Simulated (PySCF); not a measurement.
Isomers C₂H₁₃O₂PSi₃:

A. `OCCO[SiH2]P([SiH3])[SiH3]`
B. SMILES [SiH2](C)O[Si@@](C)(P)O[SiH3]
C. `CO[SiH](OC)P([SiH3])[SiH3]`

Spectrum 1. ¹H NMR (400 MHz, computed): δ 5.38 (m, 1H), 5.22 (s, 3H), 5.19 (m, 1H), 1.01 (m, 2H), 0.51 (m, 3H), 0.29 (m, 3H). ¹³C{¹H} NMR (computed): δ 7.8 (CH3), 2.1 (CH3).

Spectrum 2. ¹H NMR (400 MHz, computed): δ 5.34 (m, 1H), 4.12 (m, 6H), 3.84 (s, 6H). ¹³C{¹H} NMR (computed): δ 53.0 (CH3).

Spectrum 3. ¹H NMR (400 MHz, computed): δ 5.43 (m, 2H), 4.10 (m, 6H), 4.06 (m, 2H), 3.96 (m, 2H), 1.58 (br s, 1H). ¹³C{¹H} NMR (computed): δ 68.7 (CH2), 65.5 (CH2).

Level of theory: shieldings: GIAO PBE0/pcSseg-1, geometry: GFN2-xTB, in PySCF (rapidly exchanging positions averaged, non-relativistic Hamiltonian, one computed conformer, no solvent).

Referencing at the same level of theory: TMS for ¹H (σ = 31.72 ppm), ¹³C (σ = 186.93 ppm). Splittings of carbon signals by F and P are missing where no couplings were computed. Where no couplings were computed, multiplicities follow the n + 1 count of equivalent neighbours, and m marks all less simple cases (inequivalent or close neighbours, rings, F or P nearby). Shifts are as computed. Against solution values, carbons near 30 ppm lie about +3 ppm off and those near 130 ppm about +5 ppm. Of 1211 compounds with measured shifts, 218 miss one by over three times the rms of a fit or turn the order of signals round; such compounds aren't used in these exercises. OH and NH positions are gas-phase values without hydrogen bonding to other molecules.

Q: Which spectrum belongs to which compound?

A: 1–B, 2–C, 3–A.

- Spectrum 1 (B): 2 ¹³C signals; δC 7.8 is a methyl carbon bonded to Si; δC 2.1 is a methyl carbon bonded to Si.
- Spectrum 2 (C): a single ¹³C signal, at 53.0 ppm (methyl carbon bonded to O); δH 3.84 is the hydrogen on a methyl carbon bonded to O; δH 5.34 is the hydrogen on a silicon bonded to 2 O, P.
- Spectrum 3 (A): 2 ¹³C signals; δC 68.7 is an sp3 CH2 bonded to O; δC 65.5 is an sp3 CH2 bonded to O.
